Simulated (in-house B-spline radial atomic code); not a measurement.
**Ionising Zr⁵⁺ with different functionals**

Computed with a B-spline radial code for spherical atoms: non-relativistic Hamiltonian, point nucleus, spin-polarised at highest spin, spherical fractional occupations for the functionals, the average over the highest-spin determinants for Hartree-Fock. The ionisation energy is the difference of two self-consistent energies, [Ar] 3d10 4s2 4p5 → [Ar] 3d10 4s2 4p4, without Breit or QED terms; ε is the level of the shell that loses the electron (its least bound occupied spin orbital). There is no spin-orbit coupling in this Hamiltonian.

Hybrids are left out here: with spherical fractional occupations of an open shell their exact exchange keeps a self-interaction that integer-occupation calculations don't have.

| method | rung | ΔSCF (eV) | -ε(4p) (eV) |
| --- | --- | --- | --- |
| Hartree-Fock | Hartree-Fock | ? | ? |
| LDA VWN5 | LDA | 96.58 | 88.48 |
| LDA PW92 | LDA | 96.57 | 88.47 |
| LDA exchange-only | LDA | 94.58 | 86.59 |
| PBE | GGA | ? | ? |
| PBEsol | GGA | 96.25 | 88.23 |
| BLYP | GGA | 96.08 | 88.04 |
| RPBE | GGA | 96.14 | 88.17 |
| PW91 | GGA | 96.35 | 88.33 |
| BP86 | GGA | 96.40 | 88.35 |
| AM05 | GGA | 96.27 | 88.24 |
| OLYP | GGA | 96.26 | 88.36 |
| TPSS | meta-GGA | 96.33 | 88.39 |
| SCAN | meta-GGA | 96.52 | 88.70 |
| r2SCAN | meta-GGA | 96.51 | 88.69 |
| M06-L | meta-GGA | 95.89 | 88.13 |
| revTPSS | meta-GGA | 96.32 | 88.39 |

Problem. What does Hartree-Fock give?

Solution. ΔSCF 94.89 eV, and -ε(4p) = 95.53 eV.

Problem. What does PBE give?

Solution. ΔSCF 96.22 eV, and -ε(4p) = 88.21 eV.

Problem. How do they compare with the NIST value?

Solution. NIST lists 96.38 eV ± 0.04 (semi-empirical, ground level to ground level). Errors run from -1.80 to +0.20 eV; BP86 is closest (+0.02 eV), though others lie within the uncertainty of it, and part of that can be cancellation, since the calculations leave out relativity, Breit-QED terms, multiplet and fine-structure energies. Hartree-Fock also lacks correlation.
